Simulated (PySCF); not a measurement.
A structure optimised at PBE-D3(BJ)/def2-SVP, used in a PySCF frequency run:

```
C
H 1 1.1148
C 1 1.5291 2 106.43
H 3 1.1045 1 111.89 2 -58.03
C 3 1.5101 4 114.58 1 -147.87
H 5 1.1012 3 118.19 4 3.49
H 5 1.1012 6 113.81 3 -145.96
C 3 1.5129 4 114.40 1 145.39
H 8 1.1011 3 118.46 4 -3.20
H 8 1.1016 9 113.81 3 145.92
C 1 1.5328 2 107.21 3 123.01
H 11 1.1083 1 112.31 2 -59.51
H 11 1.1086 12 107.30 7 -169.75
H 11 1.1103 12 107.97 13 -115.03
C 1 1.5359 2 107.73 3 -117.67
H 15 1.1093 1 111.47 2 60.53
H 15 1.1093 16 107.80 1 122.74
H 15 1.1105 16 107.44 17 115.97
```

### Question
Write its SMILES and formula.

### Answer
CC(C)C1CC1, C6H12

### Question
What are its rotational constants (standard atomic weights)?

### Answer
5.5363, 2.6027, 2.1947 GHz
